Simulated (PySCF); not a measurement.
Correlation energy of Re (rhenium, neutral)

[Xe] 4f14 5d5 6s1 6p1, high-spin 8P determinant (an excited configuration). Computed with PySCF 2.14 in ANO-RCC-VTZP (8s7p5d3f2g1h, 104 functions), with scalar relativity by spin-free X2C-1e. Frozen: [Xe] 4f14; 7 electrons correlated.

```json
{"level": "CCSD", "correlation energy (mhartree)": "-81.47"}
{"level": "(T)", "correlation energy (mhartree)": "-1.23"}
{"level": "CCSD(T)", "correlation energy (mhartree)": "-82.70"}
```

Diagnostics: T1 = 0.0056, D1 = 0.0191, largest double amplitude 0.035.

Spin-orbit coupling, absent here, splits the open shell strongly.

Cost of the coupled-cluster step: of the order of 12 core-seconds, for 7 correlated electrons.

The basis was made for the ground configuration and has no added diffuse functions, which can raise the energy of the promoted electron.
